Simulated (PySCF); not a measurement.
Computed shifts of a molecule C3H5ClF2, PBE/pcSseg-1 (PySCF), GIAO, gas phase, atoms alike by connectivity averaged where their shifts nearly agree, in ppm (number of nuclei): ¹³C: 132.8 (1), 55.3 (1), 24.2 (1). ¹⁹F: -137.0 (1), -138.8 (1). ¹H: 3.86 (1), 3.55 (1), 1.92 (3). References: ¹³C against TMS (σ = 182.0 ppm); ¹⁹F against CFCl3 (σ = 133.6 ppm); ³⁵Cl against HCl (σ = 936.5 ppm); ¹H against TMS (σ = 31.49 ppm), references at their B3LYP-D3(BJ)/def2-TZVP geometries, non-relativistic (without spin–orbit terms, shifts of atoms bonded to Cl or Br come out too high). Coordinates come from a ωB97X-D3(BJ)/def2-SVP optimisation. The values are those of a single conformer.

**Question.** Pick the molecule that these values belong to.
A. C[C@H](F)[C@H](F)Cl
B. CCC(F)(F)Cl
C. C[C@@H](Cl)C(F)F
D. CC(F)(F)CCl

**Answer.** D, CC(F)(F)CCl
